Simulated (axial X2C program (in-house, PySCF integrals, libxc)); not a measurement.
Values are calculated unless marked as measured or tabulated.
**OPrO: input and output of an open-shell CI run**

Program: an in-house all-electron X2C program for linear molecules (integrals from PySCF).

Input and command:
```json
{"zs": [8, 59, 8], "q": 0, "bas": ["dyall-v2z", "dyall-v2z", "dyall-v2z"], "r0": 1.72, "metal": 1, "shells": [[3, [2, 3], 1], [3, [1], 0]], "fix": 0, "emax": 3.5, "nroots": 6}
```
```bash
python soci.py task.json out
```

Keys: zs atomic numbers; q charge; bas basis sets; r0 starting distance in Å; metal index of the metal atom; shells open shells as [l, |m| values, electrons]; fix electron count of the first shell held; emax energy window in eV; nroots roots for each Ω.

Output at O–Pr–O held linear, both bonds 1.773 Å:

```
average of configuration f(δφ)1 f(π)0
basis functions 197  fitting functions 1190
iter      average energy  largest gradient
   1      -9377.717220678   9.98e+00
   2      -9379.424496363   1.31e-01
   3      -9379.429327668   4.73e-02
   4      -9379.431722646   1.66e-02
   5      -9379.432049449   3.92e-03
   6      -9379.432134740   1.62e-03
   7      -9379.432150211   6.34e-04
   8      -9379.432159410   2.93e-04
   9      -9379.432160136   6.21e-05
  10      -9379.432160296   1.85e-05
converged
CI levels
2*Omega        energy/Eh    cm-1   g(par)  dipole/D  leading shell counts
    5     -9379.44100920        0   4.156    0.000  {'1 0': 1.0}
    3     -9379.43330114     1692   2.020    0.000  {'1 0': 1.0}
    7     -9379.42961954     2500   8.002    0.000  {'1 0': 1.0}
    5     -9379.42471139     3577   5.844    0.000  {'1 0': 1.0}
```

Dipoles in the output refer to the first atom as origin.

Dynamic correlation is missing, so gaps between terms are too wide and other configurations may lie lower; the lowest level listed is that of this model, not necessarily the ground state. At most 6 roots were kept for each Ω > 0 (twice that for Ω = 0) within 3.5 eV of the lowest, so higher up levels can be missing between those listed; levels with Ω > 0 are doubly degenerate and listed once, Ω = 0 levels singly. States that fill the shells left empty in the average are placed too high. The molecule was held linear; bending was not examined.
